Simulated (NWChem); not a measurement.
Species: Si2H3Cl3; SMILES [SiH3][Si](Cl)(Cl)Cl

Program: NWChem. The geometry was optimised at PBE-D3(BJ)/def2-SVP. Level: PBE0/def2-SVP with SMD (1 M gas to 1 M solution), gas-phase geometry. Reactions with the solvent are ignored.

Task: Estimate the computed values for solvent cyclohexane. Quantities: solvation free energy (kcal/mol); cavity-dispersion-structure term (kcal/mol); dipole in solution (D).

Result: 
```
Property                                     Value
-------------------------------------------  -----
solvation free energy (kcal/mol)              -3.2
cavity-dispersion-structure term (kcal/mol)   -2.6
dipole in solution (D)                        1.90
```
